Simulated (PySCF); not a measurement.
Palladium: a sound run and one with changed settings

Sound run: Pd [Kr] 4d10, Pd⁺ [Kr] 4d9. Calculation: PySCF 2.14, in cc-pVDZ-PP with ECP28MDF (4s4p3d1f, 38 functions); scalar relativity through the core potential. The sound run starts from symmetry-adapted Hartree-Fock orbitals and uses a fine grid where one is needed.

Changed run: radial step 0.8 in ln r (0.13 in the sound run). This setting is unsound on purpose.

| species | method | sound run (hartree) | changed run (hartree) | converged |
| --- | --- | --- | --- | --- |
| Pd | UHF | -126.60716 | -126.60716 | yes |
| Pd | M06-2X | -127.37035 | -127.39517 | yes |
| Pd | MN15 | -127.19818 | -126.77284 | yes |
| Pd⁺ | UHF | -126.37625 | -126.37625 | yes |
| Pd⁺ | M06-2X | -127.05996 | -127.11391 | yes |
| Pd⁺ | MN15 | -126.87787 | -126.45476 | yes |

Ionisation energy of Pd:

| method | sound run (eV) | changed run (eV) |
| --- | --- | --- |
| UHF | 6.283 | 6.283 |
| M06-2X | 8.446 | 7.653 |
| MN15 | 8.716 | 8.656 |

A coarse radial grid mis-integrates the density and the exchange-correlation energy, with errors of either sign; Hartree-Fock needs no grid.

For comparison, NIST gives 8.337 eV between the lowest levels.
